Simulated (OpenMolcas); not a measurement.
## Kr5+: effect of correlating more closed shells

```
Program             : OpenMolcas
Basis               : ANO-RCC [9s8p6d4f2g]
Scalar Hamiltonian  : DKH2, point nucleus
Active space        : 3 electrons in 9 orbitals (RAS2 4s 4p; RAS3 4d, at most 2 electrons)
State averaging     : 2S+1 = 4 odd, 1 root; 2S+1 = 2 odd, 11 roots; 2S+1 = 4 even, 3 roots; 2S+1 = 2 even, 9 roots
Spin-orbit coupling : RASSI with atomic mean-field integrals over the reference wave functions, term energies averaged over their components
```

Methods on the same reference wave functions:
A. RASSCF
B. MS-RASPT2, IPEA 0.25 Eh, imaginary shift 0.1 Eh (closed shells correlated: none)
C. MS-RASPT2, IPEA 0.25 Eh, imaginary shift 0.1 Eh (closed shells correlated: 3d)

Energies in eV above 4s² 4p ²P°_1/2, the measured ground level; measured values from Saloman, J. Phys. Chem. Ref. Data 36, 215 (2007).

```tsv
Level	A	B	C	Measured
4s² 4p ²P°_1/2	0.0000	0.0000	0.0000	0.0000
4s² 4p ²P°_3/2	0.8998	0.901	0.903	1.0055
4s 4p² ⁴P_1/2	12.7270	12.957	13.133	13.3700
4s 4p² ⁴P_3/2	13.0865	13.319	13.496	13.7862
4s 4p² ⁴P_5/2	13.5707	13.800	13.977	14.3176
4s 4p² ²D_3/2	17.3709	17.286	17.411	17.5651
4s 4p² ²D_5/2	17.4526	17.371	17.499	17.6959
4s 4p² ²S_1/2	21.4030	21.128	21.097	21.0877
4s 4p² ²P_1/2	22.8595	22.676	22.400	22.3592
4s 4p² ²P_3/2	23.3118	23.143	22.827	22.7904
```

Deviations, from unrounded energies. A percentage is the sum of absolute deviations over the sum of measured energies, with the sign that they share, or ± where signs differ.

```tsv
Against measurement	Levels	A	B	C
mean absolute deviation (cm-1)	9	3600	2500	1300
fine structure of the ground term (%)	1	-10.5	-10.4	-10.2
other configurations (%)	8	±2.7	±1.9	±0.9
```

C lies closest to measurement on these levels and A furthest from it. The largest miss of C in the table is 4s 4p² ⁴P_5/2, by -2700 cm-1. The ranking rests on the paired levels alone, and a cruder setting can come out closer through cancelling errors.

Between B and C the level of the table that moves most is 4s 4p² ²P_3/2, by 2500 cm-1 (lowest in C, highest in B). Moves below CASPT2's spread within the term are not significant.

The lowest spin-free term lies below A's lowest term by 0.012 hartree in B, 0.202 hartree in C.

What an inner shell adds also hangs on whether the basis holds functions to correlate it.

Active for correlation alone: 4d; no level in the range computed is led by a configuration that fills it, so any true level of that kind is missing. Measured partners are found by configuration, term and J. A level has none where our copy of the source lacks it or the pairing is in doubt (some pairs that miss far off the trend of their configuration count as doubtful), and it then counts in no deviation. Only configurations of the active space appear. The table leaves out levels that lie high or whose names do not pair safely across all columns.

° marks odd parity.
